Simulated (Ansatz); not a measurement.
Total energies of `[F][GeH2][Cl]`.

Cartesian coordinates in Å:
```
F -0.528 1.574 -0.317
Ge -0.128 -0.067 0.053
Cl 1.938 -0.306 -0.419
H -0.960 -0.952 -0.875
H -0.322 -0.248 1.558
```

The species carries charge 0 and has multiplicity 1. Correlated methods include outer-core shells of Ge, which these sets cover unevenly. Scalar relativity is left out up to krypton. The geometry is a stationary point of PBE0-D4/def2-TZVP. Basis def2-TZVPP, the Gaussian-basis code of Ansatz.

RPA on PBE orbitals: Hartree–Fock energy of these orbitals -2635.55408 Eh, correlation -1.08787 Eh (frozen core).

| functional | energy without D4 (Eh) | D4 term (kJ/mol) |
| --- | --- | --- |
| LDA (SPW92) | -2633.08405 | – |
| PBE | -2637.78032 | -8.4 |
| BLYP | -2638.42459 | -18.4 |
| B97M-V | -2637.84216 | – |
| r2SCANh | -2638.28836 | -2.0 |
| HSE06 (plane-wave form) | -2637.86164 | -6.6 |
| BHLYP | -2638.32758 | -11.4 |
| ωB97X-V | -2638.09147 | – |
| B2PLYP | -2637.83301 | – |
| PBE-QIDH | -2637.45415 | – |

(1) Give the same for revPBE, r2SCAN, PBE0, B3LYP, r2SCAN0, CAM-B3LYP, LC-ωPBE, ωB97M-V. (An estimate is asked.)

B3LYP takes the VWN-RPA correlation (the form of Gaussian; ORCA's B3LYP/G). HSE06 is the plane-wave form, built on full-range PBE exchange. The double hybrids freeze the cores in their second-order part.

## Answers

(1) The calculation gave: 
```json
{"functional": "revPBE", "energy without D4 (Eh)": "-2638.10090", "D4 term (kJ/mol)": "-23.2"}
{"functional": "r2SCAN", "energy without D4 (Eh)": "-2638.30327", "D4 term (kJ/mol)": "-1.8"}
{"functional": "PBE0", "energy without D4 (Eh)": "-2637.87288", "D4 term (kJ/mol)": "-7.0"}
{"functional": "B3LYP", "energy without D4 (Eh)": "-2638.44584", "D4 term (kJ/mol)": "-13.7"}
{"functional": "r2SCAN0", "energy without D4 (Eh)": "-2638.26728", "D4 term (kJ/mol)": "-2.2"}
{"functional": "CAM-B3LYP", "energy without D4 (Eh)": "-2638.49669", "D4 term (kJ/mol)": "-7.2"}
{"functional": "LC-ωPBE", "energy without D4 (Eh)": "-2637.93392", "D4 term (kJ/mol)": "–"}
{"functional": "ωB97M-V", "energy without D4 (Eh)": "-2638.21559", "D4 term (kJ/mol)": "–"}
```

LC-ωPBE has ω = 0.4 bohr⁻¹.
